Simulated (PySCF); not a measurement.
The vertical singlet excitations below were computed for one of the candidates. Method used: PySCF 2.14.0, density-fitted response routines, TDDFT wB97X-D/def2-SVPD, vertical, gas phase, core orbitals frozen in the response. Geometries: GFN2-xTB, one conformer each.

```json
{"state": "S1", "ν̃ (cm⁻¹)": "44890", "f": "0.0012", "main configurations (H = HOMO, L = LUMO)": "H→L (57%), H-1→L+1 (42%)"}
{"state": "S2", "ν̃ (cm⁻¹)": "47980", "f": "0.0021", "main configurations (H = HOMO, L = LUMO)": "H-2→L+2 (95%)"}
{"state": "S3", "ν̃ (cm⁻¹)": "50810", "f": "0.0055", "main configurations (H = HOMO, L = LUMO)": "H→L+1 (55%), H-1→L (43%)"}
{"state": "S4", "ν̃ (cm⁻¹)": "57070", "f": "0.045", "main configurations (H = HOMO, L = LUMO)": "H→L+2 (82%)"}
{"state": "S5", "ν̃ (cm⁻¹)": "58140", "f": "0.719", "main configurations (H = HOMO, L = LUMO)": "H-1→L (52%), H→L+1 (39%)"}
{"state": "S6", "ν̃ (cm⁻¹)": "58470", "f": "0.528", "main configurations (H = HOMO, L = LUMO)": "H-1→L+1 (49%), H→L (34%), H→L+2 (10%)"}
{"state": "S7", "ν̃ (cm⁻¹)": "61830", "f": "0.0092", "main configurations (H = HOMO, L = LUMO)": "H→L+3 (83%), H→L+4 (12%)"}
{"state": "S8", "ν̃ (cm⁻¹)": "62500", "f": "0.0060", "main configurations (H = HOMO, L = LUMO)": "H-1→L+2 (98%)"}
```

Triplets computed (Tamm–Dancoff): 4.29, 4.92, 4.95 eV.

Question: Which candidate is it?
A. `O=Cc1ccccc1O`
B. `O=COC1=CC=CC=C1`
C. `CC=C=C=C1COC1=O`

Answer: B. Its S1, at 5.57 eV, is the highest among the candidates; the nearest of the others has S1 at 4.18 eV. S1 is HOMO→LUMO (57%), HOMO-1→LUMO+1 (42%). Löwdin shares by element: HOMO carbon 67% or more (atoms not listed hold the other 33%); LUMO carbon 73% or more (atoms not listed hold the other 27%). At the same level the other candidates give, for their lowest levels:
- `CC=C=C=C1COC1=O`: 3.84 eV (f 0.000); 4.78 eV (f 0.656); 5.07 eV (f 0.000); 5.45 eV (f 0.000); 6.19 eV (f 0.023); T1 2.52 eV; HOMO -9.03, LUMO -0.90 eV
- `O=Cc1ccccc1O`: 4.18 eV (f 0.000); 4.27 eV (f 0.089); 5.37 eV (f 0.138); 6.23 eV (f 0.414); 6.65 eV (f 0.158); T1 3.29 eV; HOMO -8.73, LUMO -0.40 eV

Conformer computed: `[O:1]=[CH:2][O:3][c:4]1[cH:5][cH:6][cH:7][cH:8][cH:9]1`: O1–C2–O3–C4 0°, C2–O3–C4–C5 -89°.
